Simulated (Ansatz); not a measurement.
GeHI3, SMILES `[I][GeH]([I])[I]`. The species carries charge 0 and has multiplicity 1. I takes the def2 core potential. All single points use the PBE0-D4/def2-TZVP geometry.

```xyz
5

I     0.139   -2.443   -0.018
Ge   -0.174    0.037   -0.040
I     0.373    0.985    2.209
I     1.298    1.067   -1.779
H    -1.636    0.353   -0.372
```

What is the dipole moment at r2SCAN/def2-TZVPP? (Best estimate.)

Ansatz gave: 0.64 D, with components (-0.61, 0.13, -0.14) D in this frame, pointing from negative to positive charge.

And with PBE, B3LYP, ωB97M-V? (Estimate.)

The calculation gave: PBE 0.58 D, B3LYP 0.63 D, ωB97M-V 0.68 D.

Give the Mulliken charges with r2SCAN, B3LYP, PBE in def2-TZVPP. (Estimate.)

The calculation gave: 
```tsv
atom	r2SCAN	B3LYP	PBE
I1	-0.18	-0.17	-0.16
Ge2	0.51	0.45	0.43
I3	-0.18	-0.17	-0.16
I4	-0.18	-0.17	-0.16
H5	0.04	0.05	0.04
```

B3LYP here is the variant with VWN-RPA as its local correlation; programs differ in this.
